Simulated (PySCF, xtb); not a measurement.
CdHCl, SMILES [Cl][CdH].

GFN2-xTB run with xtb 6.7.1 at its own geometry gives an orbital gap of 5.37 eV and a dipole moment of 2.99 D.

Geometry optimised at B3LYP-D3(BJ)/def2-TZVPD. The def2 effective core potentials stand for the cores of Cd; spin–orbit coupling is left out.

What does ωB97X/def2-TZVPD in PySCF give? (Estimate from the structure and the level; the computed values follow.)

gap 11.93 eV (levels -11.02 and 0.91 eV), dipole 2.50 D.
